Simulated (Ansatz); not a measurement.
Reaction: SiNH4F (SMILES N[SiH2]F) → SiNH3F (SMILES N[SiH]F, doublet) + H (doublet) (the H-Si bond breaks)
Each species at its own B3LYP-D3(BJ)/def2-TZVP minimum (Ansatz, a quantum-chemistry and plane-wave program), one conformer.

Total energies in hartree (Ansatz). UHF or UKS for unpaired electrons; spin-orbit terms are left out. Cores are frozen in correlated methods. No relativity. Where a partner has so few electrons that a lower coupled-cluster level is exact, that level stands in.

```csv
species,HF/cc-pV(T+d)Z,CCSD(T)/cc-pV(T+d)Z,HF/cc-pV(Q+d)Z,CCSD(T)/cc-pV(Q+d)Z,CCSD(T)/cc-pV(D+d)Z,CCSDT(Q)/cc-pV(D+d)Z
1: SiNH4F (SMILES [SiH2](N)F),-445.33077,-445.96717,-445.34957,-446.03289,-445.75003,-445.75168
"2: SiNH3F (SMILES [SiH](N)F, doublet)",-444.70050,-445.30698,-444.71943,-445.37149,-445.09393,-445.09572
3: H (doublet),-0.49981,-0.49981,-0.49995,-0.49995,-0.49928,-0.49928
```

Question: Work out the bond dissociation energy (electronic) in kcal/mol: take Hartree-Fock from cc-pV(Q+d)Z, extrapolate the CCSD(T) correlation energy as X^-3 (X = 3, 4), and add CCSDT(Q) - CCSD(T) in cc-pV(D+d)Z. 1 hartree = 627.51 kcal/mol.

Answer: 
Species 1: correlation (64·(-0.68332) - 27·(-0.63640))/37 = -0.71756; step -0.00165; E1 = -445.34957 + (-0.71756) + (-0.00165) = -446.06878
Species 2: correlation (64·(-0.65206) - 27·(-0.60648))/37 = -0.68532; step -0.00179; E2 = -444.71943 + (-0.68532) + (-0.00179) = -445.40654
Species 3: correlation (64·(0.00000) - 27·(0.00000))/37 = 0.00000; step +0.00000; E3 = -0.49995 + (0.00000) + (+0.00000) = -0.49995
-1·E1 +1·E2 +1·E3 = 0.16229 hartree = 101.8 kcal/mol.
